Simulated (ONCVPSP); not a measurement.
# An all-electron radial function and its pseudo partner (iridium)

Columns: radius, all-electron u(r) and pseudo u(r) of the 5d shell (level -15.19 eV) of iridium in the configuration [Kr] 4d10 4f14 5s2 5p6 5d7 6s1; BLYP, scalar-relativistic, ONCV scheme, ONCVPSP 4.0.1.

| r (bohr) | all-electron | pseudo |
| --- | --- | --- |
| 0.090 | 0.2483 | 0.0016 |
| 0.180 | 0.0826 | 0.0123 |
| 0.270 | -0.2625 | 0.0394 |
| 0.360 | -0.3945 | 0.0875 |
| 0.450 | -0.3113 | 0.1574 |
| 0.540 | -0.1165 | 0.2462 |
| 0.630 | 0.1081 | 0.3480 |
| 0.720 | 0.3177 | 0.4552 |
| 0.810 | 0.4928 | 0.5594 |
| 0.900 | 0.6281 | 0.6529 |
| 0.990 | 0.7253 | 0.7298 |
| 1.080 | 0.7895 | 0.7865 |
| 1.170 | 0.8264 | 0.8225 |
| 1.260 | 0.8420 | 0.8393 |
| 1.350 | 0.8411 | 0.8398 |
| 1.440 | 0.8281 | 0.8276 |
| 1.530 | 0.8063 | 0.8061 |
| 1.620 | 0.7783 | 0.7782 |
| 1.710 | 0.7462 | 0.7462 |
| 1.800 | 0.7117 | 0.7116 |
| 1.890 | 0.6757 | 0.6757 |
| 1.980 | 0.6393 | 0.6393 |
| 2.070 | 0.6031 | 0.6031 |
| 2.160 | 0.5675 | 0.5675 |
| 2.250 | 0.5329 | 0.5329 |
| 2.340 | 0.4995 | 0.4995 |

Task: How many radial nodes do the two functions have?

Result: The all-electron 5d function has n − l − 1 = 2; the pseudo-wave has 0, since the states of the same l below it are removed with the core.

Task: At about which radius was the pseudo-wave matched?

Result: 1.65 bohr. The columns agree to 0.0005 from 1.44 bohr on; several derivatives are matched, so the curves merge somewhat inside the radius.

Task: Is the pseudo-wave norm-conserving?

Result: Yes: the ONCV scheme keeps the norm inside the radius equal to the all-electron one, which fixes the energy derivative of the logarithmic derivative at the level.
